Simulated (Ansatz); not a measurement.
A nudged elastic band was laid between two geometries of CH8BFGeSi (13 atoms, charge 0, multiplicity 1).

Method: RKS B3LYP-D4/def2-SVP in Ansatz 0.2.0.

* movable images: 9
* climbing image: yes
* spring: 5.0 eV/Å²
* optimiser: quadratic models (default)
* start path: IDPP
* force threshold: 0.03 eV/Å
* iteration limit: 60
* end points: relaxed

Initial state:

```xyz
13
Properties=species:S:1:pos:R:3
B -0.282 2.037 -0.154
C -1.215 0.846 0.167
Si -0.553 -0.773 -0.555
F -1.659 -1.929 -0.207
Ge 1.520 -1.424 0.439
H 0.638 2.314 0.579
H -0.415 2.672 -1.173
H -2.218 0.937 -0.287
H -1.304 0.638 1.247
H -0.455 -0.687 -2.040
H 1.946 -2.836 -0.011
H 2.622 -0.421 0.032
H 1.395 -1.410 1.977
```

Final state:

```xyz
13
Properties=species:S:1:pos:R:3
B -0.844 1.720 0.699
C -1.433 0.358 0.263
Si -0.278 -0.553 -0.927
F -0.997 -1.980 -1.285
Ge 1.845 -1.026 0.064
H -0.095 1.791 1.644
H -1.074 2.726 0.072
H -2.381 0.441 -0.297
H -1.549 -0.351 1.102
H -0.139 0.199 -2.206
H 1.656 -1.724 1.427
H 2.704 -1.933 -0.840
H 2.606 0.297 0.299
```

(1) What changes between the two ends?

(2) Give the energies along the band, and the barrier.

(3) What is the geometry of the highest image?

Results:

(1) No bond is made or broken. The dihedral F4–Si3–Ge5–H11 goes from 55 to -66°.

(2) The forces met the threshold. The highest image is number 5 of 0 to 10, 3.8 kJ/mol above the ends, which have the same energy within 2 meV. A vibrational analysis at the climbing image gives one clearly imaginary mode, 85i cm⁻¹: a first-order saddle point.

```tsv
image	path coordinate (Å)	energy (kJ/mol)	dihedral F4–Si3–Ge5–H11 (°)
0	0.00	0.0	55
1	0.48	0.3	43
2	0.96	1.3	31
3	1.45	2.5	19
4	1.93	3.5	7
5	2.41	3.8	-6
6	2.90	3.4	-18
7	3.39	2.4	-31
8	3.88	1.2	-43
9	4.37	0.3	-55
10	4.85	0.0	-66
```

(3) 
```xyz
13
Properties=species:S:1:pos:R:3:forces:R:3
B -0.749 1.873 0.509 0.01 0.00 0.00
C -1.392 0.489 0.266 -0.01 -0.01 0.02
Si -0.321 -0.605 -0.844 0.02 0.02 -0.01
F -1.155 -1.995 -1.075 -0.01 -0.02 0.00
Ge 1.788 -1.176 0.146 0.01 -0.01 0.00
H 0.011 2.046 1.432 0.00 0.01 0.00
H -0.945 2.791 -0.251 -0.01 0.00 0.00
H -2.351 0.542 -0.281 0.00 0.00 0.00
H -1.516 -0.104 1.189 0.00 0.01 0.00
H -0.148 0.021 -2.185 0.00 0.00 0.00
H 1.836 -2.682 0.476 0.00 0.01 0.00
H 2.949 -0.852 -0.818 0.00 0.00 0.01
H 2.013 -0.383 1.451 -0.01 0.00 -0.01
```

Time of the run: 88 s on 2 threads of AMD EPYC 9R45 96-Core Processor (Zen 5), with other jobs on the host, peak memory 0.4 GiB.
